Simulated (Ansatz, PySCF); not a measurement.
Process, species as SMILES: CC(C)CCO -> C[CH]C + [CH2]CO (the C-C bond at the site shown breaks; other sites are not compared here)
Structures are relaxed separately at B3LYP-D3(BJ)/def2-TZVP in Ansatz (a first-principles code), one conformer each, not searched for the lowest.

Quantity: bond dissociation energy (enthalpy at 298 K, with B3LYP-D3(BJ) rigid-rotor harmonic-oscillator terms from PySCF), in eV. Cores are frozen in the correlated levels unless marked. UHF or UKS for open shells. Spin-orbit coupling is left out. Non-relativistic. CBS marks a two-point X^-3 extrapolation of the correlation energy; Hartree-Fock from the larger set. [CCSD(T)-MP2]/basis is that difference in the basis named.

| level | program | bond dissociation energy (eV) |
|---|---|---|
| RI-HF/aug-cc-pVTZ | Ansatz | 2.33 |
| PBE-D3(BJ)/def2-TZVPD | Ansatz + dftd3 | 3.57 |

**Question.** Predict the RI-MP2/CBS(cc-pVTZ,cc-pVQZ)+[CCSD(T)-MP2]/cc-pVTZ result (Ansatz).

**Answer.** 3.83 eV
